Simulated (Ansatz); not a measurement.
Molecule: sum formula AlO2BrH2, net charge 0, singlet state. SMILES: [OH][Al]([OH])[Br]
Coordinates optimised at B3LYP-D3(BJ)/def2-TZVP (Ansatz, an electronic-structure program):
```xyz
6

O      1.8693    -1.3114     0.0140
Al     0.2288    -0.9184     0.0718
O     -1.0400    -2.0179     0.2464
Br    -0.3113     1.2496    -0.0977
H      2.2323    -2.1953     0.0749
H     -0.9464    -2.9672     0.3289
```
Charge 0, spin multiplicity 1.

Parts of the frozen-core correlation energy in def2-QZVPP (Ansatz, hartree). Frozen orbitals: 21; correlated occupied orbitals by spin: 12 and 12; virtual: 300 and 300. Spin-orbit coupling is left out. No relativistic terms.

```
term                             value
-------------------------  -----------
reference (HF)             -2965.56680
MP2 opposite-spin             -0.58900
MP2 same-spin                 -0.19015
CCSD correlation              -0.79154
(T)                           -0.03108
T1 diagnostic                    0.011
largest doubles amplitude        0.025
```
